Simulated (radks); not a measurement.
Spherical quantum dot in the effective-mass picture: electrons in a hard-walled sphere of radius 2.16, with a point charge +1 (a donor) at the centre, all in effective atomic units (hartree* = m*/eps^2 hartree, bohr* = eps/m* bohr), one dielectric constant everywhere. Method: non-relativistic Kohn-Sham, LDA (Slater exchange, Perdew-Wang correlation), spin-polarised, spherical densities; computed with a radial shooting solver with Libxc functionals. Levels are named by radial order and angular momentum (1s, 1p, 1d, 2s, ...), and open shells are averaged over m. Results are scaled to m* = 0.073 and eps = 16.9, for which hartree* = 6.955 meV and bohr* = 12.25 nm.

N = 6, configuration 1s2 1p(up 3, down 1). This is the lowest configuration that the search found. Occupied and some empty levels:

level    occupation  eigenvalue (meV)  <r> (nm)
1s up             1            26.031     13.14
1s down           1            26.744     13.07
1p up             3            33.757     16.06
1p down           1            34.540     16.07
1d up             0            42.960     17.45
1d down           0            43.735     17.47
2s up             0            45.527     12.71
2s down           0            46.053     12.75
1f up             0            54.160     18.39
1f down           0            54.912     18.41

Energy (meV): total 104.602, kinetic 75.677, external -39.758, Hartree 90.900, exchange-correlation -22.217.
